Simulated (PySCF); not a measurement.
H5BO5SSi, SMILES OB(S[Si](O)(O)O)O, B3LYP/def2-SVP optimised geometry.

```
13

Si    -0.39    -0.91     0.00
O     -0.79     0.69     0.00
O     -1.07    -1.57    -1.36
O      1.28    -0.91     0.00
S     -1.00    -2.08     1.68
B      0.42    -1.96     2.92
O      1.65    -1.51     2.63
O      0.15    -2.38     4.19
H     -1.69     0.91    -0.26
H     -1.13    -2.53    -1.39
H      1.69    -0.17    -0.47
H      1.77    -1.28     1.69
H     -0.77    -2.63     4.33
```

Density from B3LYP/def2-TZVP (PySCF) at that geometry.

Minimum of the electron density along straight lines between bonded atoms, close to the bond critical point (lines longer than 1.1 times the sum of covalent radii, or with two minima, are not listed):

```tsv
bond	length / Å	ρ at the minimum / e bohr⁻³	∇²ρ there / e bohr⁻⁵	position (fraction from the first atom)
Si1–O2	1.651	0.140	0.77	0.41
Si1–O3	1.653	0.139	0.76	0.41
Si1–O4	1.674	0.133	0.71	0.41
Si1–S5	2.132	0.105	0.06	0.36
S5–B6	1.895	0.134	-0.29	0.68
B6–O7	1.341	0.225	0.96	0.33
B6–O8	1.358	0.214	0.90	0.33
O2–H9	0.965	0.351	-2.37	0.81
O3–H10	0.965	0.351	-2.37	0.81
O4–H11	0.968	0.348	-2.35	0.81
O7–H12	0.976	0.339	-2.32	0.81
O8–H13	0.963	0.357	-2.43	0.81
```
